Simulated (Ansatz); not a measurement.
H3AlOSi, SMILES `O[Si][AlH2]` (excited triplet) (charge 0, multiplicity 3). This triplet is an excited state, 0.45 eV above the relaxed singlet at the level frozen-core CCSD(T)/cc-pVTZ // PBE0-D3(BJ)/def2-TZVP (Ansatz, a program for electronic structure).

Cartesian coordinates (Å):
SMILES: O[Si][AlH2]
```xyz
6

O      2.1871    -0.3613     0.5098
Si     0.7634    -1.1229     0.1778
Al    -1.3090     0.0665    -0.0355
H      2.2115     0.5949     0.5944
H     -1.2768     1.6441     0.1498
H     -2.5763    -0.8213    -0.3582
```
Charge 0, spin multiplicity 3.

Frozen-core energies in 6-31g from Ansatz at a geometry from PBE0-D3(BJ)/def2-TZVP; the HF reference has <S^2> = 2.01 and the T1 diagnostic is 0.027.

```json
[
 {"level": "HF", "energy (Ha)": "-607.30272"},
 {"level": "MP2", "energy (Ha)": "-607.49254"},
 {"level": "CCSD", "energy (Ha)": "-607.51722"}
]
```

Estimate the energies of CCSD(T), CCSDT and CCSDT(Q), and give each level's difference from CCSDT(Q).


```json
[
 {"level": "MP2", "energy (Ha)": "-607.49254", "difference from CCSDT(Q) (mHa)": "30.65"},
 {"level": "CCSD", "energy (Ha)": "-607.51722", "difference from CCSDT(Q) (mHa)": "5.97"},
 {"level": "CCSD(T)", "energy (Ha)": "-607.52151", "difference from CCSDT(Q) (mHa)": "1.68"},
 {"level": "CCSDT", "energy (Ha)": "-607.52250", "difference from CCSDT(Q) (mHa)": "0.68"},
 {"level": "CCSDT(Q)", "energy (Ha)": "-607.52318", "difference from CCSDT(Q) (mHa)": "0.00"}
]
```
